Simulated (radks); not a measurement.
Results of a calculation; reference values are marked as such.
La XXXVII, 21 electrons, occupied as [Ar] 3d3 (the NIST ground configuration).

Code: a radial shooting solver on a logarithmic mesh with Libxc functionals. Model: non-relativistic Kohn-Sham, TPSS, spin-polarised, spherical densities, point nucleus; open shells are filled with parallel spins first (spin-orbit coupling, left out, can overturn this in heavy ions); meta-GGA in the generalised Kohn-Sham scheme; relativity is left out, which matters for an element this heavy.

Energy parts (eV):
total: -197474.07
kinetic: 197446.04
electron-nucleus: -425837.28
Hartree: 34594.72
exchange-correlation: -3677.54

Orbitals (lengths in bohr, moments of r in powers of bohr; r(max) is where P^2 peaks):
orbital,occ.,eigenvalue (eV),<r^2>,r(max),<r^4>
1s up,1,-38777.53,0.0009487,0.01765,2.274e-06
1s down,1,-38777.49,0.0009487,0.01765,2.274e-06
2s up,1,-7495.192,0.01504,0.09683,0.0003797
2s down,1,-7483.449,0.01501,0.09678,0.0003783
2p up,3,-7191.121,0.01125,0.07562,0.0002443
2p down,3,-7182.323,0.01122,0.07554,0.0002431
3s up,1,-2740.740,0.08868,0.2624,0.01149
3s down,1,-2728.483,0.08908,0.2627,0.01160
3p up,3,-2620.329,0.08211,0.2481,0.01024
3p down,3,-2606.653,0.08257,0.2484,0.01035
3d up,3,-2420.091,0.06334,0.1962,0.006734
3d down,0,-2402.399,0.06382,0.1966,0.006848

The highest occupied level is 3d up at -2420.1 eV. Virial ratio -V/T = 2.00014. Summed over all electrons, <r^2> = 0.9612 bohr^2, which gives a Langevin (diamagnetic) susceptibility term of -0.761 x 10^-6 cm^3/mol. The electron density at the nucleus is 1.312e+05 e/bohr^3. For comparison, the ionisation energy in NIST's Atomic Spectra Database is 2473 eV (theoretical). In exact Kohn-Sham theory the highest level is minus the ionisation energy, but local and semilocal functionals leave it too shallow, through self-interaction and a potential that decays too fast; potentials with the right tail come closer. The density falls to 0.001 e/bohr^3 at r = 0.81 bohr. Spin moment in Bohr magnetons: 3. The spin density at the nucleus is -4.36 e/bohr^3 (1s -0.34, 2s -17.23, 3s 13.21).
